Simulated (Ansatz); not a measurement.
`[NH2][Al]([OH])[F]` + H₂S → `[NH2][Al]([F])[SH]` + H₂O  (ligand exchange at the Al–O bond)

Isolated molecules relaxed with PBE0-D4/def2-TZVP in Ansatz; ΔE leaves out vibrations. CCSD(T)/CBS adds triple-zeta CCSD(T) − MP2 to the extrapolated MP2 energy (def2 sets, frozen cores). This one scheme is used for every species. DFT in def2-TZVPP. Each species was taken in one conformer, which may not be the lowest.

`[NH2][Al]([OH])[F]`:

```xyz
7

N    -1.076   -0.115    0.561
Al    0.319   -0.302   -0.487
O     1.703    0.659   -0.431
F     0.287   -1.499   -1.613
H    -1.894   -0.700    0.511
H    -1.179    0.575    1.285
H     1.841    1.383    0.174
```

H₂S:

Z-matrix (Å, degrees):
```
S
H 1 1.341
H 1 1.341 2 92.3
```

`[NH2][Al]([F])[SH]`:

Z-matrix (Å, degrees):
```
N
Al 1 1.752
H 1 1.007 2 124.5
H 1 1.006 2 124.8 3 -180.0
F 2 1.648 1 119.4 3 -0.1
S 2 2.172 1 121.8 3 179.9
H 6 1.345 2 91.8 1 179.9
```

H₂O:

Z-matrix (Å, degrees):
```
O
H 1 0.960
H 1 0.960 2 105.1
```

```json
{"species": "`[NH2][Al]([OH])[F]`", "PBE-QIDH energy (Eh)": "-473.88165"}
{"species": "H₂S", "PBE-QIDH energy (Eh)": "-399.17744"}
{"species": "`[NH2][Al]([F])[SH]`", "PBE-QIDH energy (Eh)": "-796.68062"}
{"species": "H₂O", "PBE-QIDH energy (Eh)": "-76.37259"}
```

(1) Work out ΔE.

(2) What do rigid-rotor, harmonic-oscillator terms from PBE0-D4/def2-TZVP frequencies (298.15 K, 1 bar) make of the CCSD(T)/CBS value? (Best estimate.)

Largest T1 diagnostic among the species: 0.012.

Results:

(1) ΔE = (-796.68062) + (-76.37259) − (-473.88165) − (-399.17744) = 0.00588 Eh = +3.7 kcal/mol. CCSD(T)/CBS gives +4.3 kcal/mol.

(2) Ansatz gave: ΔZPE = +1.4 kcal/mol, ΔH = +5.9 kcal/mol, ΔS = -1 J/(mol·K), ΔG = +5.9 kcal/mol.

In def2-TZVPP, CCSD(T) changes the Hartree–Fock value by −1.5 kcal/mol (the triples alone add −0.5 kcal/mol) and MP2 by −1.8 kcal/mol. At CCSD(T), def2-SVP lies +1.5 kcal/mol from the extrapolated value and def2-TZVPP +0.9 kcal/mol. The D4 term adds −0.8 kcal/mol with B3LYP and −0.4 kcal/mol with PBE0; it sums over pairs of atoms, weighted by their polarisabilities, and B3LYP, whose exchange is more repulsive, gets the larger term.

B3LYP here is the variant with VWN-RPA as its local correlation; programs differ in this.
